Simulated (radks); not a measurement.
Valence configurations of Pt (all share [Xe]). All-electron calculation, Dirac Kohn-Sham, PBE, spin-unpolarised, spherical densities, finite nucleus; open shells are shared between the two j in proportion to 2j + 1; Fermi nuclear charge, rms radius 5.427 fm. Program: a radial shooting solver on a logarithmic mesh with Libxc functionals. Energies are relative to 4f14 5d9 6s1; eigenvalues in eV.

valence	E (eV)	e(4f5/2)	e(4f7/2)	e(5d3/2)	e(5d5/2)	e(6p1/2)
4f14 5d9 6s1	0.000	-71.820	-68.367	-6.979	-5.650	-
4f13.5 5d9.5 6s1	33.053	-77.170	-73.659	-7.439	-6.039	-
4f14 5d8 6s2	1.027	-74.659	-71.204	-8.922	-7.508	-
4f14 5d8.5 6s1.5	0.382	-73.198	-69.744	-7.926	-6.555	-
4f14 5d10	-0.046	-69.350	-65.896	-5.264	-4.019	-
4f14 5d8 6p2	12.421	-78.306	-74.851	-12.396	-10.932	-3.462
4f14 5d8 6s1 6p1	6.525	-76.621	-73.167	-10.810	-9.370	-2.648
4f14 5d9 6p1	4.997	-73.797	-70.343	-8.923	-7.569	-2.283
4f13 5d9 6s2	70.566	-85.694	-82.123	-10.060	-8.498	-
4f13 5d10 6s1	68.580	-82.622	-79.052	-7.905	-6.432	-

NIST lists [Xe] 4f14 5d9 6s1 as the ground configuration; this level of theory puts 4f14 5d10 lower, by 0.046 eV. The energies are those of spherical spin-averaged densities, not of single terms.
